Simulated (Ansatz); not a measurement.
CH6GeOSi, SMILES `[SiH3][CH]1[O][GeH2]1` at its PBE0-D4/def2-TZVP geometry, where that method's forces vanish. Total charge 0; spin multiplicity 1.

```xyz
10

Si   -1.1919    0.2467   -0.9912
C    -0.2166    0.3196    0.6026
O     0.9870    1.1205    0.5699
Ge    1.4206   -0.6365    0.7944
H    -1.7878    1.5703   -1.3173
H    -0.2866   -0.1588   -2.0986
H    -2.2829   -0.7551   -0.8473
H    -0.7902    0.4367    1.5267
H     2.0086   -0.9156    2.1742
H     2.1397   -1.2278   -0.4134
```

(1) What forces (eV/Å) does ωB97M-V/def2-TZVPP give on these atoms in the Gaussian-basis code of Ansatz? (Best estimate.)

Answers

(1) Computed: 
```
Si1 -0.063  0.036 -0.104
C2  -0.256 -0.187  0.078
O3   0.169  0.127 -0.031
Ge4  0.103 -0.018  0.018
H5   0.071 -0.158  0.038
H6  -0.091  0.040  0.129
H7   0.128  0.110 -0.013
H8   0.061  0.002 -0.094
H9  -0.056  0.010 -0.123
H10 -0.066  0.038  0.102
```
